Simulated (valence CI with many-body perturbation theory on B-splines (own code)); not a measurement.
**Rh³¹⁺: one-electron terms**

Computed by valence CI with perturbative core correlation (CI+MBPT): four valence electrons over a frozen Dirac-Fock core [Ne], radial functions for each j: 11 s, 11 p, 9 d, 7 f, 5 g, 2 h, 1 i, with the one-electron correlation potential Σ1 (screened to all orders), the two-electron term Σ2, the three-electron term Σ3, Breit, model QED; selected single and double excitations, second order for the rest (own B-spline code, finite nucleus).

The last digits are not significant, and no measured levels were compared; by estimate large intervals hold to a few tenths of a per cent, small ones and those within an open d or f shell to about a per cent.

These are the spectroscopic orbitals of the CI (the correlating ones are not listed), shaped by the core and the other valence electrons. h is the expectation value of the core's Dirac-Fock operator, without the valence repulsion; Σ1 is computed up to l = 3 at one energy for each symmetry, that of its lowest orbital but kept below the first core excitation, so for empty shells it is not the orbital's own correlation shift; Breit and QED include the response of the core.

```csv
Orbital,h (hartree),Σ1 (cm⁻¹),Breit (cm⁻¹),QED (cm⁻¹),⟨r⟩ (bohr)
3s1/2,-78.237,-6211,7651,5636,0.3444
4s1/2,-42.358,-2033,2927,2212,0.6430
5s1/2,-26.507,-917,1387,1065,1.039
6s1/2,-18.141,-497,772,596,1.527
3p1/2,-75.376,-7791,12632,-201,0.3297
4p1/2,-41.165,-2511,4862,-73.4,0.6364
5p1/2,-25.909,-1146,2358,-35.0,1.038
6p1/2,-17.8,-625,1325,-19.4,1.532
3p3/2,-73.997,-7341,7755,351,0.3367
4p3/2,-40.608,-2405,2944,140,0.6458
5p3/2,-25.631,-1105,1476,69.4,1.050
6p3/2,-17.642,-605,828,39.4,1.546
3d3/2,-70.276,-8811,5603,-222,0.2942
4d3/2,-39.186,-2406,2000,-77.2,0.6139
5d3/2,-24.935,-1064,952,-36.7,1.026
3d5/2,-69.974,-8423,2594,-43.9,0.2962
4d5/2,-39.055,-2295,920,-6.2,0.6164
5d5/2,-24.867,-1016,444,-1.2,1.029
4f5/2,-38.298,-1931,160,-24.0,0.5448
5f5/2,-24.488,-949,111,-13.3,0.9636
4f7/2,-38.246,-1895,31.6,5.3,0.5460
5f7/2,-24.461,-929,21.8,1.6,0.9650
5g7/2,-24.373,,3.0,-4.8,0.8536
5g9/2,-24.358,,0.2,3.5,0.8544
```

Among the shells of the start configuration 3s2 3p2, Σ1 is largest in size for 3p1/2, where it is 0.047 % of h.

Lowest root of each symmetry, sizes in configuration state functions:

| J | Parity | Roots | Reference | Variational | Second order | Change by selected CI (cm⁻¹) | Change by second order (cm⁻¹) |
| --- | --- | --- | --- | --- | --- | --- | --- |
| 0 | even | 8 | 39 | 18089 | 41080 | -8509 | -1 |
| 1 | even | 12 | 70 | 39997 | 186868 | -7585 | -4 |
| 2 | even | 16 | 99 | 40000 | 187441 | -8531 | -28 |
| 3 | even | 10 | 71 | 39587 | 238216 | -7725 | -40 |
| 4 | even | 7 | 51 | 39274 | 219771 | -6639 | -29 |
| 5 | even | 2 | 19 | 23738 | 154984 | -8194 | -17 |
| 0 | odd | 3 | 28 | 13686 | 39959 | -8684 | -3 |
| 1 | odd | 8 | 72 | 36695 | 113917 | -8773 | -4 |
| 2 | odd | 9 | 83 | 39999 | 148805 | -5890 | -10 |
| 3 | odd | 5 | 67 | 39995 | 199000 | -7611 | -18 |
| 4 | odd | 2 | 41 | 31428 | 146592 | -11333 | -14 |
